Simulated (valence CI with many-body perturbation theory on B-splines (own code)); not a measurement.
**Tc11+ in brief**

Level of theory: relativistic CI+MBPT: four valence electrons over a frozen Dirac-Fock core [Ar] 3d10, radial functions for each j: 11 s, 11 p, 10 d, 8 f, 5 g, 2 h, with the one-electron correlation potential Σ1, the two-electron term Σ2, the three-electron term Σ3, Breit, model QED; selected CI, second order for the rest, scaled by the run's own slope (own B-spline code, finite nucleus).

No measured spectrum was set against this ion. As an estimate, levels hold to about 250 cm⁻¹ or 0.2 % of their energy and the worst to 1 %, as in measured heavy ions of charge 2 to 7; those with d or f electrons hold less well. Among the levels kept, up to 630 cm⁻¹ of a level comes from second order outside the variational space, and about a tenth of that is noise between levels of different J, which matters for small intervals.

Names give the largest LS component (configuration and term), which can be under half, so a name can repeat, a term be missing and a line seem to break the LS rules; names also repeat where a configuration has a term twice.

Rates and lifetimes use the calculated energies. Strong lines usually hold to 10 to 20 %, long lifetimes can be off by a factor of two.

(1) What is the ground level?

(2) Among levels below 1053200 cm⁻¹, which E1 lines absorb most strongly from the ground level?

(3) How well does LS coupling describe the low levels?

(4) Name the longest-lived excited levels whose lifetime is computed, and their main decay.

(5) How is the term 3P of the ground level split?

(6) Where does the other parity begin?

(7) What is the ionisation energy?

Results:

(1) 4s2.4p2 3P_0, composition 87 % 4s2.4p2 3P + 11 % 4s2.4p2 1S.

(2) to 4s2.4p.4d 3D°_1 at 21.71 nm, f = 2.04; to 4s.4p3 3S°_1 at 27.59 nm, f = 0.256; to 4s.4p3 3D°_1 at 36.69 nm, f = 0.243.

(3) Among the lowest 20 levels the leading LS term, summed over configurations, holds 81 % on average. For single configurations the figures are 76 % in LS and 74 % in jj coupling. Terms mix most in the J = 2 level at 450660 cm⁻¹, where the leading one holds 43 %.

(4) 4s2.4p2 3P_2 at 31998 cm⁻¹ lives 92.9 ms, mostly by M1 to 4s2.4p2 3P_1; 4s2.4p2 3P_1 at 21509 cm⁻¹ lives 6.28 ms, mostly by M1 to 4s2.4p2 3P_0; 4s2.4p2 1D_2 at 63843 cm⁻¹ lives 1.54 ms, mostly by M1 to 4s2.4p2 3P_1. The lifetime of 4s2.4p.4d 3F°_4 is too uncertain to give, and may be longer.

(5) J = 0 at 0, J = 1 at 21509, J = 2 at 31998 cm⁻¹.

(6) At 4s.4p3 5S°_2, 220850 cm⁻¹.

(7) 240.01 eV; NIST lists 239 ± 2.5 eV (theoretical).
